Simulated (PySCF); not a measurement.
**`C[C@@H]1CC[Si@H](P)N1`, C4H12NPSi**

Molfile (atoms numbered from 1):
```
C4H12NPSi
     RDKit          3D

 19 19  0  0  0  0  0  0  0  0999 V2000
   -0.9933   -0.1962   -1.8368 C   0  0  0  0  0  0  0  0  0  0  0  0
   -0.6664   -1.0606   -0.6193 C   0  0  2  0  0  0  0  0  0  0  0  0
   -1.3984   -0.5880    0.6378 C   0  0  0  0  0  0  0  0  0  0  0  0
   -0.6629    0.6146    1.2187 C   0  0  0  0  0  0  0  0  0  0  0  0
    1.1507    0.1609    0.8895 Si  0  0  2  0  0  4  0  0  0  0  0  0
    2.3530    1.8880    0.0949 P   0  0  0  0  0  0  0  0  0  0  0  0
    0.7462   -1.0165   -0.2935 N   0  0  0  0  0  0  0  0  0  0  0  0
   -0.4459   -0.5508   -2.7080 H   0  0  0  0  0  0  0  0  0  0  0  0
   -0.7040    0.8344   -1.6463 H   0  0  0  0  0  0  0  0  0  0  0  0
   -2.0570   -0.2350   -2.0588 H   0  0  0  0  0  0  0  0  0  0  0  0
   -0.9448   -2.1005   -0.8414 H   0  0  0  0  0  0  0  0  0  0  0  0
   -1.3710   -1.3966    1.3693 H   0  0  0  0  0  0  0  0  0  0  0  0
   -2.4420   -0.3629    0.4145 H   0  0  0  0  0  0  0  0  0  0  0  0
   -0.9476    1.5305    0.7016 H   0  0  0  0  0  0  0  0  0  0  0  0
   -0.9113    0.7462    2.2684 H   0  0  0  0  0  0  0  0  0  0  0  0
    1.7823   -0.5358    2.0264 H   0  0  0  0  0  0  0  0  0  0  0  0
    2.6212    2.4158    1.3435 H   0  0  0  0  0  0  0  0  0  0  0  0
    3.5349    1.1719    0.0782 H   0  0  0  0  0  0  0  0  0  0  0  0
    1.3467   -1.3101   -1.0463 H   0  0  0  0  0  0  0  0  0  0  0  0
  1  2  1  0
  2  3  1  0
  3  4  1  0
  4  5  1  0
  5  6  1  0
  5  7  1  0
  7  2  1  0
  1  8  1  0
  1  9  1  0
  1 10  1  0
  2 11  1  6
  3 12  1  0
  3 13  1  0
  4 14  1  0
  4 15  1  0
  5 16  1  1
  6 17  1  0
  6 18  1  0
  7 19  1  0
M  END
```

Level of theory: PySCF, TDDFT CAM-B3LYP/def2-SVPD circular dichroism and optical rotation, one conformer, gas phase. Geometry: GFN2-xTB.

The molecule is flexible and this is one conformer; a measurement averages over conformers. States above about 7.8 eV (minus the energy of the highest occupied orbital) lie near or above the ionisation threshold and depend on the basis.

Stereocentres: C2 R, Si5 S.

Q: What is the specific rotation at 633, 589.3, 546, 436, 405, 365, 355 nm?

A: [α] in deg dm⁻¹ (g/mL)⁻¹:
```csv
λ (nm),origin-invariant length gauge,modified velocity gauge,length gauge (centre of mass),isotropic polarisability (au)
633,+60.2,+65.8,+59.9,107.8
589.3,+71.0,+77.7,+70.6,108.3
546,+84.9,+93.1,+84.4,108.8
436,+148.8,+164.3,+147.9,111.3
405,+181.2,+200.8,+180.1,112.4
365,+243.1,+271.0,+241.5,114.4
355,+263.9,+294.8,+262.1,115.1
```

Q: And for the mirror image at 589.3 nm?

A: -71.0 deg dm⁻¹ (g/mL)⁻¹ (origin-invariant length gauge): the same size and the opposite sign.

Q: What is the molar rotation [Φ] = [α]·M/100 of the geometry above at 589.3 nm?

A: With M = 133.21 g/mol, +94.5 deg cm² dmol⁻¹ (origin-invariant length gauge).

The first excitation lies at 5.86 eV (211 nm) with R = -6.0 × 10⁻⁴⁰ esu² cm² (velocity form).
